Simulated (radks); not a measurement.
Neutral niobium inside a hard spherical wall (all orbitals vanish at R), configuration held at [Kr] 4d4 5s1 and not refilled when levels cross. All-electron calculation, scalar-relativistic Kohn-Sham, LDA (Slater exchange, VWN5 correlation), spin-polarised, spherical densities, finite nucleus; open shells are filled with parallel spins first (spin-orbit coupling, left out, can overturn this in heavy ions); Fermi nuclear charge, rms radius 4.324 fm. Program: a radial shooting solver on a logarithmic mesh with Libxc functionals. Eigenvalues in eV for spin up, with the zero of energy where the potential of the charges vanishes at infinity; a dash marks a level that is unbound or too diffuse for the functional's potential to be trusted. A positive occupied level is held by the wall or, in an anion where self-interaction has pushed it up, behind a barrier. The pressure on the wall is -dE/dV.

| R (bohr) | E (hartree) | kinetic (hartree) | e(4s) | e(4p) | e(5s) | e(4d) | e(5p, empty) | e(6s, empty) | pressure (GPa) |
|---|---|---|---|---|---|---|---|---|---|
| free | -3815.61465 | 3927.386 | -58.800 | -35.051 | -4.668 | -3.814 | -1.466 | -0.034 | 0 |
| 20 | -3815.61465 | 3927.386 | -58.800 | -35.051 | -4.668 | -3.814 | -1.466 | 0.100 | < 0.0001 |
| 15 | -3815.61465 | 3927.386 | -58.800 | -35.051 | -4.667 | -3.813 | -1.461 | 0.392 | < 0.0001 |
| 10 | -3815.61400 | 3927.393 | -58.746 | -34.997 | -4.624 | -3.766 | -1.303 | 2.118 | 0.0170 |
| 7 | -3815.59701 | 3927.503 | -58.067 | -34.334 | -3.986 | -3.180 | -0.051 | 8.253 | 0.921 |
| 6 | -3815.56173 | 3927.683 | -57.169 | -33.465 | -2.998 | -2.398 | 1.543 | 14.233 | 3.81 |
| 5 | -3815.45132 | 3928.159 | -55.262 | -31.642 | -0.470 | -0.664 | 5.249 | 26.292 | 17.6 |
| 4 | -3815.07132 | 3929.589 | -51.240 | -27.835 | 6.704 | 3.404 | 14.923 | 53.594 | 101 |
| 3.5 | -3814.56111 | 3931.437 | -47.613 | -24.370 | 15.100 | 7.534 | 25.569 | 80.710 | 280 |
| 3 | -3813.40938 | 3935.607 | -41.634 | -18.444 | 31.784 | 15.027 | 45.602 | 127.94 | 905 |
| 1.5 | -3768.52632 | 4068.810 | 73.739 | 108.50 | 403.72 | 165.65 | 434.33 | 895.70 | 130000 |
